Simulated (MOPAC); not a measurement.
A run for MOPAC: PM6 on NaLi-, 2S+1 = 2, a spin state set in the input, which need not be the lowest, a point of a bond scan (R = 3.495 Å). Charge -1.

```
PM6 1SCF PRECISE CHARGE=-1 UHF MS=0.5 THREADS=1
LiNa

Li     0.00000000 1     0.00000000 1     0.00000000 1
Na     0.00000000 1     0.00000000 1     3.49536800 1
```

Program output:

```
*******************************************************************************
 **                                                                           **
 **                              MOPAC v23.2.5                                **
 **                                                                           **
 *******************************************************************************
 ** MOPAC's Digital Object Identifier: https://doi.org/10.5281/zenodo.6511958 **
 **                                                                           **
 ** Please cite the open-source release paper for use of this MOPAC version:  **
 ** J. E. Moussa and J. J. P. Stewart (2026)                                  **
 ** MOPAC: An open-source semiempirical molecular orbital program             **
 ** J. Open Source Softw., 11(119), 8025, https://doi.org/10.21105/joss.08025 **
 *******************************************************************************

                              PM6 CALCULATION RESULTS

 *******************************************************************************
 *  PM6        - The PM6 Hamiltonian to be used
 *  UHF        - UNRESTRICTED HARTREE-FOCK CALCULATION
 *
 *
 *
 *                 CHARGE ON SYSTEM = -1
 *
 *
 *
 *  MS=        - IN MECI, MAGNETIC COMPONENT OF SPIN =  0.5
 *  PRECISE    - TIGHTER CRITERIA TO BE USED
 *  1SCF       - DO 1 SCF AND THEN STOP
 *  THREADS=1  - MULTI-THREADING NOT USED
 *  T=         - A TIME OF 172800.0 SECONDS REQUESTED
 *  DUMP=N     - RESTART FILE WRITTEN EVERY 7200.0 SECONDS REQUESTED
 *******************************************************************************
PM6 1SCF PRECISE CHARGE=-1 UHF MS=0.5 THREADS=1
 LiNa

   ATOM   CHEMICAL          X               Y               Z
  NUMBER   SYMBOL      (ANGSTROMS)     (ANGSTROMS)     (ANGSTROMS)

     1      Li          0.00000000  *   0.00000000  *   0.00000000  *
     2      Na          0.00000000  *   0.00000000  *   3.49536800  *



          CARTESIAN COORDINATES

    NO.       ATOM           X           Y           Z

     1        Li          0.0000      0.0000      0.0000
     2        Na          0.0000      0.0000      3.4954

 General Reference for PM6:
 "Optimization of Parameters for Semiempirical Methods V: Modification of NDDO Approximations
 and Application to 70 Elements", J. J. P. Stewart, J. Mol. Mod., 13, 1173-1213 (2007)
 URL: https://link.springer.com/article/10.1007/s00894-007-0233-4

           Empirical Formula: Li Na  =     2 atoms



      MOLECULAR POINT GROUP   :   C*v


          UHF CALCULATION, NO. OF ALPHA ELECTRONS =    2
                           NO. OF BETA  ELECTRONS =    1

 -------------------------------------------------------------------------------
 PM6 1SCF PRECISE CHARGE=-1 UHF MS=0.5 THREADS=1
 LiNa



     1SCF WAS SPECIFIED, SO BFGS WAS NOT USED
     SCF FIELD WAS ACHIEVED


                              PM6 CALCULATION
                                                       MOPAC v23.2.5 Linux




          FINAL HEAT OF FORMATION =         99.07721 KCAL/MOL =     414.53905 KJ/MOL


          COSMO AREA              =        123.91 SQUARE ANGSTROMS
          COSMO VOLUME            =        116.26 CUBIC ANGSTROMS

          IONIZATION POTENTIAL    =         -0.679307 EV
          ALPHA SOMO LUMO (EV)    =          0.679  8.496
          BETA  SOMO LUMO (EV)    =         -0.496  9.738
          NO. OF ALPHA ELECTRONS  =          2
          NO. OF BETA  ELECTRONS  =          1
          MOLECULAR WEIGHT        =         29.9298         POINT GROUP:  C*v

          MOLECULAR DIMENSIONS (Angstroms)

            Atom       Atom       Distance
           Na     2   Li     1     3.49537
           Na     2   Li     1     0.00000
           Li     1   Na     2     0.00000


          SCF CALCULATIONS        =          1





   ATOM   CHEMICAL          X               Y               Z
  NUMBER   SYMBOL      (ANGSTROMS)     (ANGSTROMS)     (ANGSTROMS)

     1      Li          0.00000000  *   0.00000000  *   0.00000000  *
     2      Na          0.00000000  *   0.00000000  *   3.49536800  *

                             CARTESIAN COORDINATES

   1   Li        0.000000000     0.000000000     0.000000000
   2   Na        0.000000000     0.000000000     3.495368000


           Empirical Formula: Li Na  =     2 atoms



      MOLECULAR POINT GROUP   :   C*v


          ALPHA EIGENVALUES
  -0.49670   0.67931   8.49571   8.51192  11.01598  11.03637  11.03835  17.07608


           BETA EIGENVALUES
  -0.49577   9.73790   9.74876  11.02533  11.03653  11.03742  12.22398  18.71442


              NET ATOMIC CHARGES AND DIPOLE CONTRIBUTIONS

  ATOM NO.   TYPE          CHARGE      No. of ELECS.   s-Pop       p-Pop
    1         Li          -0.001265        1.0013     0.00098     1.00028
    2         Na          -0.998735        1.9987     1.99870     0.00004
 DIPOLE           X         Y         Z       TOTAL
 POINT-CHG.     0.000     0.000    -3.872     3.872
 HYBRID        -0.000     0.000     0.068     0.068
 SUM           -0.000     0.000    -3.804     3.804


          ATOMIC ORBITAL ELECTRON POPULATIONS

     Atom    s        px        py        pz
    1 Li   0.00098   0.99998   0.00000   0.00030
    2 Na   1.99870   0.00002   0.00000   0.00002


                    (SZ)    =    0.500000
                    (S**2)  =    0.750012


          ATOMIC ORBITAL SPIN POPULATIONS

    Atom   Total    s     px     py     pz
         Atomic
    1 Li  1.0001  0.000  1.000  0.000  0.000
    2 Na -0.0001 -0.000  0.000  0.000  0.000

 **********************
 *                    *
 * JOB ENDED NORMALLY *
 *                    *
 **********************




 == MOPAC DONE ==
```

The run finished.

Cost: around 0.020 core-seconds (rough).
